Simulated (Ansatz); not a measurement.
Stepwise reaction of `[NH2][Ga]([NH2])[Br]` with hydrogen chloride, as a gas-phase model of exchange steps in deposition or etching. ΔE in kJ/mol; ΔG adds harmonic PBE0-D4 terms to CCSD(T)/CBS, at 1 bar.

Isolated molecules relaxed with PBE0-D4/def2-TZVP in Ansatz; ΔE leaves out vibrations. CBS: MP2 limit from def2 TZ/QZ plus the TZ coupled-cluster correction, frozen cores. This one scheme is used for every species. DFT in def2-TZVPP. B3LYP here is the variant with VWN-RPA as its local correlation; programs differ in this. For Br, Ga outer-core shells are correlated without core-valence functions, which leaves a few kJ/mol of doubt a bond. Scalar relativity is left out up to krypton. One conformer a species, not always the lowest.

```
step                                                  reaction  PBE-D4  B3LYP-D4  ωB97M-V  CCSD(T)/CBS  ΔG(400 K)
   2  `[NH2][Ga]([Cl])[Br]` + HCl → `[Cl][Ga]([Cl])[Br]` + NH₃   -67.9     -68.0    -66.8        -61.2      -46.5
```

**Question.** Give the row of step 1, `[NH2][Ga]([NH2])[Br]` + HCl → `[NH2][Ga]([Cl])[Br]` + NH₃. (An estimate is asked.)

**Answer.** The calculation gave: 
| step | reaction | PBE-D4 | B3LYP-D4 | ωB97M-V | CCSD(T)/CBS | ΔG(400 K) |
| --- | --- | --- | --- | --- | --- | --- |
| 1 | `[NH2][Ga]([NH2])[Br]` + HCl → `[NH2][Ga]([Cl])[Br]` + NH₃ | -82.1 | -83.1 | -82.5 | -77.4 | -75.9 |

**Question.** By hand: ΔE of the 2 steps together at CCSD(T)/CBS.

**Answer.** (-77.4) + (-61.2) = -138.6 kJ/mol, or -69.3 kJ/mol a step.

In ΔE each step is higher than the one before. All are downhill at CCSD(T)/CBS. ΔG lies between -75.9 and -46.5 kJ/mol a step. PBE-D4 differs from CCSD(T)/CBS by -6.7 to -4.7 kJ/mol a step. Isolated molecules leave out the surface, adducts and barriers. Largest T1 diagnostic: 0.011.
